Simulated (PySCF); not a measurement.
**Distorted geometries of Bi(CH3)2I**

Bi(CH3)2I (singlet). PySCF 2.14.0, RKS BP86, Bi def2-SVP with ECP60, C def2-SVP, H def2-SVP, I def2-SVP with ECP28; non-relativistic Hamiltonian with scalar-relativistic core potentials where named; density fitting; no spin-orbit coupling. Relaxed geometry:

```xyz
10

Bi    0.4276    0.7405    0.8293
C     2.3887    0.7897   -0.3817
H     2.1494    0.8701   -1.4584
H     2.9762    1.6707   -0.0513
H     2.9567   -0.1397   -0.1836
C    -0.5101    2.4636   -0.3817
H    -0.3207    2.2965   -1.4584
H    -1.5989    2.4910   -0.1835
H    -0.0406    3.4128   -0.0512
I    -0.7956   -1.3778   -0.6801
```

Order these distorted geometries by energy above the relaxed one, lowest first.
A.
```xyz
10

Bi    0.4696    0.6454    0.7922
C     2.3335    0.8121   -0.3854
H     2.0492    0.9967   -1.4060
H     2.8920    1.5999   -0.0228
H     2.9336   -0.0550   -0.2759
C    -0.3983    2.5141   -0.2831
H    -0.3408    2.1691   -1.4161
H    -1.7408    2.5283   -0.3188
H    -0.0059    3.3546    0.0803
I    -0.5594   -1.3478   -0.7649
```
B.
```xyz
10

Bi    0.6199    0.5599    0.5208
C     2.4376    0.7686   -0.1503
H     2.1197    0.7643   -1.4048
H     3.0632    1.7051   -0.0307
H     3.0080    0.0888   -0.1571
C    -0.5200    2.5343   -0.5827
H    -0.2544    2.1457   -1.4003
H    -1.6478    2.7078   -0.2789
H    -0.1821    3.3904    0.1762
I    -1.0116   -1.4475   -0.6927
```
C.
```xyz
10

Bi    0.4779    0.6550    0.8499
C     2.3996    0.8502   -0.4606
H     2.1491    0.8136   -1.4539
H     2.9632    1.7026    0.0176
H     2.9562   -0.0946   -0.2349
C    -0.5385    2.4932   -0.3135
H    -0.3904    2.2843   -1.4033
H    -1.5275    2.5005   -0.2734
H    -0.0314    3.4493   -0.1197
I    -0.8256   -1.4367   -0.6089
```

C (0.68 eV), A (1.50 eV), B (5.04 eV).

Which forces (eV/Å) act in the one that lies 1.50 eV up?


```
Bi  -0.46  0.95  1.70
C   -1.19 -0.85 -0.63
H   -0.12  0.06 -1.06
H    1.54  2.56  1.06
H    0.77 -1.60 -0.01
C   -6.39 -5.93 -4.12
H    0.74  1.30  1.76
H    3.74  0.12  0.86
H    1.97  4.33  1.27
I   -0.61 -0.92 -0.84
```
Forces carry noise of the integration grid, about 0.01 to 0.03 eV/Å.
